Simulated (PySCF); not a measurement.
Relaxation of singlet PI3

Computed with PySCF, PBE0, basis P def2-TZVP, I def2-TZVP with ECP28 (scalar-relativistic core potentials, no spin–orbit coupling, density fitting). A (50,194) grid was used.

A hand-made trigonal planar start, of D3h symmetry, held to at least that symmetry:

Coordinates in bohr (charge 0 multiplicity 1):
```
P     0.0000    0.0000    0.0000
I     4.6109    0.0000    0.0000
I    -2.3055    3.9932    0.0000
I    -2.3055   -3.9932    0.0000
```

Problem. What forces act on the atoms at the start (eV/Å)?

Solution. 
| atom | Fx | Fy | Fz |
| --- | --- | --- | --- |
| P1 | 0.00 | 0.00 | 0.00 |
| I2 | -0.93 | 0.00 | 0.00 |
| I3 | 0.46 | -0.80 | 0.00 |
| I4 | 0.46 | 0.80 | 0.00 |

Problem. What does it relax to?

Solution. It ends at D3h with P–I 2.363 Å (×3); I–P–I 120.0° (×3). A frequency run shows 1 imaginary mode, down to 455i cm⁻¹, so it is a saddle point.

Problem. How much energy is released, and in how many steps?

Solution. 10.9 kJ/mol in 4 steps.
